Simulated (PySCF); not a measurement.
## GdSi: frontier orbitals

MN15 at R = 2.687 Å; basis Gd x2c-SVPall, Si x2c-SVPall; spin-free X2C with a Gaussian nucleus; PySCF 2.14. State: 2S+1 = 11, about 7.0 electrons in the 4f shell (Mulliken). Only the outer orbitals are listed, counted within each symmetry.

```csv
spin,orbital,occ.,ε (eV),on Gd (%),main shells (%)
α,16σ,1,-12.71,15,85 Si s
α,17σ,1,-6.44,35,"57 Si p, 24 Gd s, 11 Gd d"
α,9π,1,-6.04,34,"66 Si p, 27 Gd d"
α,9π,1,-6.04,34,"66 Si p, 27 Gd d"
α,18σ,1,-5.35,95,"56 Gd s, 36 Gd d"
α,4δ,0,-1.53,100,100 Gd d
α,4δ,0,-1.53,100,100 Gd d
α,10π,0,-1.19,87,"60 Gd d, 27 Gd p, 12 Si p"
β,15σ,1,-10.90,14,86 Si s
β,16σ,1,-5.25,79,"75 Gd s, 17 Si p"
β,8π,0,-1.98,50,"50 Si p, 32 Gd d, 11 Gd f"
β,8π,0,-1.98,50,"50 Si p, 32 Gd d, 11 Gd f"
β,17σ,0,-1.91,64,"34 Si p, 23 Gd d, 22 Gd f"
```

Task: Which are the highest filled and the lowest empty level, where do they sit, and how wide is the gap?

Result: Highest filled β 16σ at -5.25 eV (in %: 75 Gd s, 17 Si p); lowest empty β 8π at -1.98 eV (in %: 50 Si p, 32 Gd d, 11 Gd f); the gap at MN15 is 3.27 eV.

```
bond order (Mayer)                               : 1.84
⟨S²⟩                                             : 30.031
charge on Gd (Mulliken, basis-dependent)         : -0.03
charge on Gd (Löwdin, basis-dependent)           : -0.15
dipole moment (positive dipole means Gd(−)Si(+)) : -2.41 D
```

Spin–orbit coupling is left out. The state is the lowest single determinant that the PBE0 search found; with open d or f shells the true ground state can be another one.
